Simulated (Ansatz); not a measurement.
One change: `[SH][SnH2][SH]` becomes `S[SiH2]S`.

Ansatz, PBE0-D4/def2-TZVP geometries, multiplicity 1. Each molecule was computed in one conformer, which needn't be the lowest.

Elements past krypton have def2 core potentials.

| property | `[SH][SnH2][SH]` |
| --- | --- |
| HOMO energy (PBE/def2-TZVPP) / eV | -6.13 |
| size of the dipole moment (ωB97M-V/def2-TZVPP) / D | 1.71 |
| HOMO energy (ωB97M-V/def2-TZVPP) / eV | -9.49 |
| LUMO energy (ωB97M-V/def2-TZVPP) / eV | 0.84 |
| HOMO energy (B3LYP/def2-TZVPP) / eV | -7.09 |
| HOMO energy (PBE0/def2-TZVPP) / eV | -7.34 |

Task: What does the change do to each property? (Best estimate.)

Result: The calculation gave: 
```json
{"property": "HOMO energy (PBE/def2-TZVPP) / eV", "`S[SiH2]S`": "-6.31", "shift": "-0.18"}
{"property": "size of the dipole moment (ωB97M-V/def2-TZVPP) / D", "`S[SiH2]S`": "1.39", "shift": "-0.32"}
{"property": "HOMO energy (ωB97M-V/def2-TZVPP) / eV", "`S[SiH2]S`": "-9.70", "shift": "-0.21"}
{"property": "LUMO energy (ωB97M-V/def2-TZVPP) / eV", "`S[SiH2]S`": "1.83", "shift": "0.99"}
{"property": "HOMO energy (B3LYP/def2-TZVPP) / eV", "`S[SiH2]S`": "-7.28", "shift": "-0.19"}
{"property": "HOMO energy (PBE0/def2-TZVPP) / eV", "`S[SiH2]S`": "-7.53", "shift": "-0.19"}
```

With PBE0 the HOMO falls by 0.19 eV and the LUMO rises by 0.99 eV, so the gap widens by about 1.18 eV. PBE moves the HOMO by -0.18 eV and ωB97M-V by -0.21 eV. Dipoles are sizes alone; their direction can turn.

B3LYP here is the variant with VWN-RPA as its local correlation; programs differ in this.
